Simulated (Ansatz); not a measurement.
Problem. Name a neutral molecule of Cl, Nb, O and H with size of the dipole moment (PBE/def2-TZVPP) between 0.65 and 0.95 D and LUMO energy (PBE/def2-TZVPP) between -3.90 and -3.60 eV (Ansatz, PBE0-D4/def2-TZVP geometry).

Solution. `[OH][Nb]([OH])([Cl])([Cl])[Cl]` (0.89 D, -3.68 eV). Other molecules can fit too; these were computed, each in one conformer that needn't be the lowest.
